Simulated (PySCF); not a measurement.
IrS₃⁺ (singlet). Computed with PBE0/[Ir def2-SVP with ECP60, S def2-SVP], scalar-relativistic core potentials, density fitting, no spin–orbit coupling, PySCF.

Harmonic bands of its minimum:

```json
{"ω (cm⁻¹)": "95", "IR (km/mol, summed over degenerate members)": "3.4", "degeneracy": "1"}
{"ω (cm⁻¹)": "167", "IR (km/mol, summed over degenerate members)": "13.8", "degeneracy": "2"}
{"ω (cm⁻¹)": "557", "IR (km/mol, summed over degenerate members)": "0.0", "degeneracy": "1"}
{"ω (cm⁻¹)": "561", "IR (km/mol, summed over degenerate members)": "17.0", "degeneracy": "2"}
```

Task: The central atom is Ir. Infer the point group and assign the bands.

Result: D3h. The modes span a2'' + 2e' + a1': 95 a2'', 167 e', 557 a1', 561 e'. The computed geometry has Ir–S 2.060 Å (×3); S–Ir–S 120.0° (×3).

Other isomers or separated fragments may lie lower. No spin–orbit coupling is included, which matters more the heavier the element.
